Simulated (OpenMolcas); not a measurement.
An atom or ion with 30 electrons was computed by SS-CASPT2, IPEA 0.25 Eh, imaginary shift 0.1 Eh with spin-orbit coupling (OpenMolcas, ANO-RCC-VQZP, DKH2). The lowest levels that the run gave, each within 12 % of the measured value where one is at hand:

```tsv
J	Parity	E (cm-1)	g
0	even	0.0	
0	odd	101498	
1	odd	103420	1.500
2	odd	107732	1.501
1	odd	153118	1.002
0	even	242545	
1	even	245326	1.501
2	even	247148	1.311
2	even	253043	1.190
0	even	285217
```

Question: Which ion is it, and what are the configurations and terms?

Answer: Br5+ (Z = 35, charge +5; active space 2 electrons in 4 orbitals (4s 4p)). J, parity and g give the terms where levels are pure, and mixed ones are named by the computed weights; the size of the splittings, set against known spectra of the 30-electron sequence, gives the charge. In order, with the measured energies in cm-1 (Moore, Atomic Energy Levels, vol. II, NSRDS-NBS 35 (1971 reprint of NBS Circular 467, 1952)): 4s2 1S0, 4s 4p 3P* 0 (104316), 4s 4p 3P* 1 (106431), 4s 4p 3P* 2 (111336), 4s 4p 1P* 1 (151274), 4p2 3P0 (244136), 4p2 3P1 (247406), 4p2 3P2 [62 %] (253892), 4p2 1D2 [62 %], 4p2 1S0.

Over all roots computed the reference weight is 0.94 to 0.99; the roots of lowest weight are the least certain, and an intruder state may touch them. The ¹D term of p² mixes with s d, which this space lacks. Measured partners are found by configuration, term and J. A level has none where our copy of the source lacks it or the pairing is in doubt (some pairs that miss far off the trend of their configuration count as doubtful), and it then counts in no deviation. Levels of configurations outside the active space are missing.

A share in square brackets marks a mixed level and gives the weight of the term that names it. * marks odd parity.
